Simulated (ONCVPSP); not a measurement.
Before and after: ONCV potential for carbon (C)

| Item | Value |
| --- | --- |
| Element | C (Z = 6) |
| Generator | ONCVPSP 4.0.1 |
| Type | optimised norm-conserving Vanderbilt (ONCV) |
| Functional | PBEsol |
| Relativity | scalar-relativistic |
| Frozen core | [He] |
| Valence charge | 4 |
| Reference configuration | 2s1 2p3 |
| Partial waves | 2s: rc 1.40 bohr, ncon 5, nbas 9, qcut 4.7 1/bohr, 3 projectors, debl 2.3 Ha; 2p: rc 2.05 bohr, ncon 4, nbas 8, qcut 8.2 1/bohr, 3 projectors, debl 3.2 Ha; d scattering state at 0.1 Ha: rc 2.05 bohr, ncon 5, nbas 9, qcut 5.6 1/bohr, 1 projector |
| Local potential | polynomial inside 0.90 bohr (lpopt 5, dvloc0 6 Ha) |
| Core correction | Teter function, fcfact 5, rcfact 1.5 |

Change: functional PBE.

Cutoffs: the cutoffs (Ha) at which the residual kinetic energy of the hardest occupied pseudo-wave falls to 1 and 0.1 mHa per electron; they do not see the model core or the augmentation charge, which bear on the density cutoff. Errors are all-electron minus pseudo energies relative to the spin-unpolarised reference configuration.

Question: How do hardness, ghosts and transferability respond?

Answer: The potential gets neither clearly harder nor softer (32 Ha and 104 Ha → 32 Ha and 104 Ha); of the 4 tests that both files solve, the error grows in 4 and shrinks in 0 by more than 15 % and 0.3 meV (median size 36.8 → 43.0 meV); neither file shows a bound ghost.

```tsv
quantity	base	changed
cutoff, loose	32 Ha	32 Ha
cutoff, tight	104 Ha	104 Ha
loose cutoff by channel	s 32 Ha, p 17 Ha	s 32 Ha, p 17 Ha
bound ghosts	none	none
GHOST(+) flags under 300 eV	none	none
error for 2s2 2p2, meV [ΔE -8.43 → -8.48 eV]	+2.0	+3.5
error for 2s2 2p1, meV [ΔE 2.36 → 2.38 eV]	+61	+71
error for 2s2 2p0, meV [ΔE 26.38 → 26.54 eV]	+316	+378
error for 2s1 2p2, meV [ΔE 11.08 → 11.14 eV]	+13	+15
s: phases at 1.42 bohr within 0.05 rad from the reference energy up to (Ha; the scan ends near 5)	to the end of the scan	to the end of the scan
p: phases at 2.08 bohr within 0.05 rad from the reference energy up to (Ha; the scan ends near 5)	to the end of the scan	to the end of the scan
d: phases at 2.08 bohr within 0.05 rad from the reference energy up to (Ha; the scan ends near 5)	3.7	3.7
rms error of d²Exc/dni dnj with the model core, mHa	1.31	1.50
```
